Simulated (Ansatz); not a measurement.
The cluster TiO3H2. Charge 0, multiplicity 3. Geometry PBE0-D4/def2-SVP, that of the neutral singlet.

```xyz
6

Ti   -0.072   -0.215   -0.325
O     0.514    1.257   -1.128
O     1.558    0.344   -0.751
O    -0.669   -0.213    1.343
H    -0.568    0.243    2.183
H    -0.762   -1.416   -1.323
```

The structure holds one bond between oxygen atoms, so isomers without such links may lie far lower. At PBE-D4/def2-TZVP, r2SCAN-D4/def2-TZVP the gap within one spin of the charge 0 triplet nearly closes, so an electron or hole may be smeared out by delocalisation error. At PBE0-D4/def2-TZVP a singlet of charge 0 lies 2.64 eV below the triplet at the same geometry. The structure comes from a short search, and lower isomers may exist.

Problem. Estimate the α-spin orbital energies around the gap (eV) in Ansatz with PBE-D4/def2-TZVP, r2SCAN-D4/def2-TZVP, PBE0-D4/def2-TZVP.

Solution. 
```
orbital  PBE-D4/def2-TZVP  r2SCAN-D4/def2-TZVP  PBE0-D4/def2-TZVP
 HOMO−5             -8.85                -9.50             -11.18
 HOMO−4             -8.46                -9.20             -11.01
 HOMO−3             -8.33                -8.73              -9.90
 HOMO−2             -7.92                -8.44              -9.64
 HOMO−1             -7.23                -7.10              -7.82
   HOMO             -3.48                -3.92              -5.36
   LUMO             -2.76                -2.69              -1.68
 LUMO+1             -2.32                -2.15              -1.01
 LUMO+2             -1.67                -1.46              -0.35
 LUMO+3             -1.41                -1.23              -0.22
 LUMO+4             -0.34                -0.09               0.40
 LUMO+5             -0.33                 0.36               0.93
 β HOMO             -6.76                -6.83              -7.73
 β LUMO             -6.75                -6.76              -5.76
```
